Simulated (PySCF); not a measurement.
A geometry optimisation on `ClB(Cl)C=[Se]`.

Computed with PBE0-D3(BJ)/def2-SVP geometry optimisation, gas phase (PySCF 2.14.0). Start geometry: GFN2-xTB. A driver script takes a list of jobs; this job's settings line and coordinates (Å) are shown.

Input:
```
{"job": {"xc": "PBE0", "basis": "def2-SVP", "d3": "d3bj", "grid": 1, "maxiter": 30, "shake": 0.01, "kind": "geom"}, "charge": 0, "multiplicity": 1}
Cl    -1.251320     1.640850    -0.393820
B     -0.742020     0.067750    -0.071820
Cl    -1.903510    -1.205190     0.069950
C      0.799300    -0.233130     0.091900
Se     2.058990     0.952860    -0.051900
H      1.062720    -1.253150     0.311020
```

Output:
```
step   0  E = -3384.27453574  max force = 0.030325
step   1  E = -3384.27698807  max force = 0.014521
step   2  E = -3384.27746589  max force = 0.005808
step   3  E = -3384.27747707  max force = 0.005038
step   4  E = -3384.27764068  max force = 0.000922
step   5  E = -3384.27764047  max force = 0.000595
step   6  E = -3384.27764725  max force = 0.000121
optimisation converged
```

Energies in Eh; «max force» is the largest Cartesian gradient component in Eh/bohr.

**Question.** Give the first gradient maximum in eV/Å.

**Answer.** With 1 Eh/bohr = 51.422 eV/Å, 1.559 eV/Å.

**Question.** How much energy does the optimisation release, in eV?

**Answer.** E(step 0) − E(last step) = 0.003112 Eh, which is 0.085 eV.

Summary of the converged run: final energy -3384.27765 Eh after 6 steps; dipole 0.74 D.

**Question.** Where do the atoms end?

**Answer.** 0.045 Å rms from the input after alignment:
```
atom  x, y, z in Å
Cl1   -0.9061    2.5604   -0.4987
B2    -0.3820    0.9359   -0.1594
Cl3   -1.5737   -0.3433   -0.0601
C4     1.1199    0.5617    0.0566
Se5    2.4638    1.6852   -0.0679
H6     1.3408   -0.4887    0.2959
```

Time: 27 s of wall time; peak memory 0.43 GiB. Hardware: one thread, Arm Neoverse V1 (aarch64), shared host.
Labels such as C1 count atoms from 1, the log's own numbers from 0.
